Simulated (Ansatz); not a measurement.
`CB1C=CC=C1C1=CC=CB1C`. Total charge 0; singlet. Geometry r2SCAN-D4/def2-SVP; atoms count from 1.

Cartesian coordinates in Å:
```
C -1.6612 2.4189 -1.0622
B -1.4661 0.8917 -1.3012
C -2.4261 -0.0311 -2.1386
C -2.0723 -1.3133 -1.8429
C -0.9181 -1.3959 -0.9280
C -0.4445 -0.1506 -0.5783
C 0.6968 0.0960 0.2456
C 1.3542 1.3019 0.3522
C 2.5345 1.2139 1.2326
C 2.7167 -0.0313 1.7553
B 1.5095 -0.9009 1.2447
C 1.1027 -2.2987 1.8001
H -2.0771 2.9441 -1.9375
H -0.8044 2.9765 -0.6601
H -2.4532 2.4760 -0.2848
H -3.2710 0.2199 -2.7855
H -2.5688 -2.2167 -2.2199
H -0.4855 -2.3533 -0.6234
H 1.0911 2.2226 -0.1764
H 3.1715 2.0869 1.4238
H 3.5298 -0.2753 2.4443
H 0.3971 -2.8898 1.2006
H 0.5769 -2.0725 2.7526
H 1.9674 -2.9191 2.0872
```

The restricted singlet is unstable towards broken spin symmetry at other levels; at PBE0-D4/def2-TZVP this wasn't settled.

Estimate the Mulliken populations from the PBE0/def2-TZVP orbitals of Ansatz.


| atom | charge (e) |
| --- | --- |
| C1 | -0.41 |
| B2 | 0.17 |
| C3 | -0.26 |
| C4 | -0.09 |
| C5 | -0.09 |
| C6 | -0.07 |
| C7 | -0.07 |
| C8 | -0.09 |
| C9 | -0.09 |
| C10 | -0.26 |
| B11 | 0.17 |
| C12 | -0.41 |
| H13 | 0.14 |
| H14 | 0.12 |
| H15 | 0.15 |
| H16 | 0.11 |
| H17 | 0.12 |
| H18 | 0.11 |
| H19 | 0.11 |
| H20 | 0.12 |
| H21 | 0.11 |
| H22 | 0.12 |
| H23 | 0.15 |
| H24 | 0.14 |
Mulliken values depend strongly on the basis.

And the Mayer bond orders between heavy atoms (over 0.3)?

C1–B2 1.08 (1.56 Å); B2–C3 1.04 (1.57 Å); B2–C6 0.98 (1.63 Å); C3–C4 1.81 (1.36 Å); C4–C5 1.04 (1.48 Å); C5–C6 1.63 (1.38 Å); C6–C7 1.10 (1.43 Å); C7–C8 1.63 (1.38 Å); C7–B11 0.98 (1.63 Å); C8–C9 1.04 (1.48 Å); C9–C10 1.81 (1.36 Å); C10–B11 1.04 (1.57 Å); B11–C12 1.08 (1.56 Å).
